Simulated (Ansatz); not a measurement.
Two members of one family (Oligo(phenylene vinylene), dithiol), computed with Ansatz in the gas phase. Binding counts from free atoms in the multiplicity of their measured ground term, without zero-point energy. The structures are stationary points that may keep the symmetry of their start.

First: S/C=C/c1ccc(/C=C/c2ccc(/C=C/c3ccc(S)cc3)cc2)cc1 (singlet, charge 0, PBE-D4/def2-SVP geometry).

```
atom   x (Å)   y (Å)   z (Å)
  S1  -3.335  -5.374   9.283
  C2  -2.620  -4.335   8.054
  C3  -2.914  -4.450   6.731
  C4  -2.340  -3.663   5.643
  C5  -1.304  -2.711   5.816
  C6  -0.810  -1.981   4.737
  C7  -1.315  -2.152   3.421
  C8  -0.766  -1.352   2.333
  C9  -1.199  -1.327   1.038
 C10  -0.655  -0.536  -0.056
 C11  -1.282  -0.589  -1.327
 C12  -0.802   0.150  -2.407
 C13   0.339   0.983  -2.287
 C14   0.803   1.726  -3.450
 C15   1.894   2.541  -3.527
 C16   2.355   3.281  -4.697
 C17   1.687   3.268  -5.948
 C18   2.166   3.989  -7.041
 C19   3.344   4.763  -6.930
 S20   4.017   5.707  -8.271
 C21   4.024   4.789  -5.695
 C22   3.534   4.063  -4.607
 C23   0.967   1.037  -1.012
 C24   0.487   0.303   0.066
 C25  -2.343  -3.114   3.247
 C26  -2.836  -3.845   4.325
 H27  -2.841  -4.701  10.356
 H28  -1.895  -3.592   8.420
 H29  -3.665  -5.200   6.427
 H30  -0.870  -2.543   6.813
 H31  -0.005  -1.247   4.904
 H32   0.077  -0.701   2.620
 H33  -2.061  -1.959   0.761
 H34  -2.170  -1.227  -1.455
 H35  -1.314   0.086  -3.381
 H36   0.186   1.588  -4.355
 H37   2.519   2.672  -2.627
 H38   0.766   2.679  -6.071
 H39   1.619   3.954  -7.996
 H40   3.062   5.378  -9.184
 H41   4.943   5.385  -5.585
 H42   4.079   4.096  -3.650
 H43   1.855   1.672  -0.870
 H44   1.010   0.372   1.031
 H45  -2.758  -3.297   2.245
 H46  -3.634  -4.586   4.157
```

```json
{"level": "PBE-D4/def2-SVP", "HOMO (eV)": "-4.55", "LUMO (eV)": "-2.72", "gap (eV)": "1.83", "binding per atom (eV)": "5.31"}
{"level": "PBE0-D4/def2-SVP", "HOMO (eV)": "-5.34", "LUMO (eV)": "-2.15", "gap (eV)": "3.19", "binding per atom (eV)": "5.20"}
```

Second: S/C=C/c1ccc(/C=C/c2ccc(/C=C/c3ccc(/C=C/c4ccc(S)cc4)cc3)cc2)cc1 (singlet, charge 0, PBE-D4/def2-SVP geometry).

```xyz
60

S    13.190   -5.164    3.670
C    11.634   -4.344    3.595
C    10.713   -4.604    2.630
C     9.384   -4.008    2.519
C     8.590   -4.299    1.378
C     7.321   -3.749    1.207
C     6.765   -2.872    2.174
C     5.450   -2.259    2.050
C     4.579   -2.385    1.006
C     3.269   -1.762    0.877
C     2.676   -0.957    1.884
C     1.426   -0.374    1.695
C     0.689   -0.551    0.493
C    -0.603    0.106    0.348
C    -1.415    0.089   -0.750
C    -2.692    0.770   -0.906
C    -3.309    1.534    0.119
C    -4.520    2.185   -0.100
C    -5.193    2.120   -1.349
C    -6.445    2.845   -1.522
C    -7.190    2.937   -2.661
C    -8.434    3.676   -2.841
C    -9.056    3.692   -4.114
C   -10.241    4.391   -4.350
C   -10.861    5.109   -3.306
S   -12.361    5.977   -3.670
C   -10.259    5.102   -2.026
C    -9.075    4.402   -1.804
C    -4.584    1.343   -2.369
C    -3.373    0.691   -2.150
C     1.276   -1.367   -0.508
C     2.524   -1.952   -0.319
C     7.556   -2.592    3.320
C     8.824   -3.141    3.491
H    13.735   -4.379    4.638
H    11.435   -3.617    4.398
H    10.976   -5.323    1.834
H     8.995   -4.974    0.609
H     6.747   -4.006    0.305
H     5.158   -1.623    2.903
H     4.877   -3.008    0.144
H     3.206   -0.788    2.832
H     0.992    0.247    2.495
H    -0.923    0.687    1.229
H    -1.087   -0.480   -1.637
H    -2.826    1.619    1.105
H    -4.972    2.775    0.714
H    -6.793    3.377   -0.619
H    -6.834    2.413   -3.565
H    -8.583    3.140   -4.943
H   -10.691    4.384   -5.355
H   -12.549    6.488   -2.422
H   -10.727    5.655   -1.196
H    -8.636    4.419   -0.795
H    -5.070    1.251   -3.351
H    -2.922    0.099   -2.962
H     0.741   -1.545   -1.454
H     2.956   -2.579   -1.115
H     7.148   -1.920    4.092
H     9.391   -2.899    4.403
```

Problem. What does the change do? Estimate second minus first.

Solution. 
| level | Δ HOMO (eV) | Δ LUMO (eV) | Δ gap (eV) | Δ binding per atom (eV) |
| --- | --- | --- | --- | --- |
| PBE-D4/def2-SVP | 0.03 | -0.15 | -0.18 | 0.06 |
| PBE0-D4/def2-SVP | 0.06 | -0.17 | -0.22 | 0.06 |
